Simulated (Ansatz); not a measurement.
Reaction (hydrogenolysis of a Ge–O bond): `[OH][Ge]([Cl])([Cl])[Cl]` + H₂ → `[Cl][GeH]([Cl])[Cl]` + H₂O

Isolated molecules relaxed with PBE0-D4/def2-TZVP in Ansatz; ΔE leaves out vibrations. CCSD(T)/CBS is the MP2 limit (def2-TZVPP, def2-QZVPP) plus CCSD(T) − MP2 in def2-TZVPP, frozen cores. This one scheme is used for every species. DFT in def2-TZVPP. For Ge outer-core shells are correlated without core-valence functions, which leaves a few kJ/mol of doubt a bond. Scalar relativity is left out up to krypton. Each species was taken in one conformer, which may not be the lowest.

| level | ΔE (kJ/mol) |
| --- | --- |
| PBE | 9.0 |
| r2SCAN0 | 13.8 |

(1) What does CCSD(T)/CBS give? (An estimate is asked.)

Largest T1 diagnostic among the species: 0.010.

Answers

(1) Ansatz gave: +12.3 kJ/mol. The listed levels differ from it by -3.3, 1.5 kJ/mol.

In def2-TZVPP, CCSD(T) changes the Hartree–Fock value by +12.8 kJ/mol (the triples alone add +4.5 kJ/mol) and MP2 by +18.3 kJ/mol. At CCSD(T), def2-SVP lies +5.8 kJ/mol from the extrapolated value and def2-TZVPP +4.9 kJ/mol.
